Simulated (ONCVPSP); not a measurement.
## What the settings do to the ONCV potential of Sm (Z = 62)

Base potential:

ONCVPSP 4.0.1 input, shortened (lines: element, Z, core and valence counts, functional; n l f; lmax; l rc ep ncon nbas qcut; lloc lpopt rc5 dvloc0; l nproj debl; icmod fcfact rcfact), PBEsol, scalar-relativistic:

```
  Sm 62.00   10    3  -116133      upf
    1    0    2.00
    2    0    2.00
    2    1    6.00
    3    0    2.00
    3    1    6.00
    3    2   10.00
    4    0    2.00
    4    1    6.00
    4    2   10.00
    5    0    2.00
    4    3    6.00
    5    1    6.00
    6    0    2.00
    3
    0    3.10    0.00    4    9    1.80
    1    2.55    0.00    5    8    6.70
    2    3.35    0.37    4    8    2.80
    3    1.25    0.00    3    8   12.40
    4    2    0.95    6.00
    0    1    4.00
    1    2    0.50
    2    2    0.80
    3    1    3.70
    1    0.65    0.00
```

In the p channel the program set the typed energies aside and used -0.854, 0.250 Ha. In the d channel the program set the typed energies aside and used -0.062, 0.738 Ha.

All-electron outer shells of the reference configuration (PBEsol, scalar-relativistic, ld1.x):

| shell | level (eV) | outermost node (bohr) | outermost maximum (bohr) |
| --- | --- | --- | --- |
| 5p | -23.25 | 0.74 | 1.43 |
| 6s | -3.60 | 1.70 | 3.66 |
| 4f | -2.51 | – | 0.61 |

Cutoffs, loose and tight: the cutoffs (Ha) at which the residual kinetic energy of the hardest occupied pseudo-wave falls to 1 and 0.1 mHa per electron. They do not see the model core or the augmentation charge, which bear on the density cutoff. Test errors are all-electron minus pseudo excitation energies from the reference, over the configurations 4f6 5p6 6s1; 4f6 5p6 6s0; 4f5 5p6 6s0; 4f7 5p6 6s0. A dash means not determined; rows that change the core or the reference have their own tests.

A true bound ghost makes a file unfit for plane-wave use even where its test errors are small: the radial tests pick states by their node count and pass the ghost by.

| change | outcome | cutoff, loose | cutoff, tight | bound ghosts | GHOST(+) flags above zero | largest test error (meV) |
| --- | --- | --- | --- | --- | --- | --- |
| base | generated, projector energies reset by the program | 68 Ha | 78 Ha | s | s, d | tests left out (the all-electron energies of this program are off by 10 to 40 meV for near-neutral 4f atoms) |
| f: qcut 7.2 | generated, projector energies reset by the program | – | – | s | s, d | tests left out (the all-electron energies of this program are off by 10 to 40 meV for near-neutral 4f atoms) |
| f: qcut 8.5 | generated, projector energies reset by the program | – | – | s | s, d | tests left out (the all-electron energies of this program are off by 10 to 40 meV for near-neutral 4f atoms) |
| f: qcut 9.9 | generated, projector energies reset by the program | – | – | s | s, d | tests left out (the all-electron energies of this program are off by 10 to 40 meV for near-neutral 4f atoms) |
| f: qcut 11.5 | generated, projector energies reset by the program | 63 Ha | 191 Ha | s | s, d | tests left out (the all-electron energies of this program are off by 10 to 40 meV for near-neutral 4f atoms) |
| f: qcut 14.9 | generated, projector energies reset by the program | 87 Ha | 99 Ha | s | s, d | tests left out (the all-electron energies of this program are off by 10 to 40 meV for near-neutral 4f atoms) |
| f: qcut 17.3 | generated, projector energies reset by the program | 99 Ha | 113 Ha | s | s, d | tests left out (the all-electron energies of this program are off by 10 to 40 meV for near-neutral 4f atoms) |

(1) What comes out with this change to the base: f: qcut 13.4?

(2) What comes out with this change to the base: f: qcut 18.9?

(3) What comes out with this change to the base: f: qcut 16.3?

Results:

(1) outcome: generated, projector energies reset by the program; cutoff, loose: 75 Ha; cutoff, tight: 83 Ha; bound ghosts: s; GHOST(+) flags above zero: s, d; largest test error (meV): tests left out (the all-electron energies of this program are off by 10 to 40 meV for near-neutral 4f atoms).

(2) outcome: generated, projector energies reset by the program; cutoff, loose: 109 Ha; cutoff, tight: 124 Ha; bound ghosts: s; GHOST(+) flags above zero: s, d; largest test error (meV): tests left out (the all-electron energies of this program are off by 10 to 40 meV for near-neutral 4f atoms).

(3) outcome: generated, projector energies reset by the program; cutoff, loose: 99 Ha; cutoff, tight: 112 Ha; bound ghosts: s; GHOST(+) flags above zero: s, d; largest test error (meV): tests left out (the all-electron energies of this program are off by 10 to 40 meV for near-neutral 4f atoms).

Reading the sweep of the qcut of the f channel (base included, trends over the rows without a ghost): Bound ghosts are found at 7.2, 8.5, 9.9, 11.5, 12.4, 13.4, 14.9, 16.3, 17.3, 18.9 1/bohr. Every judged row has one, so this setting neither creates nor removes them.
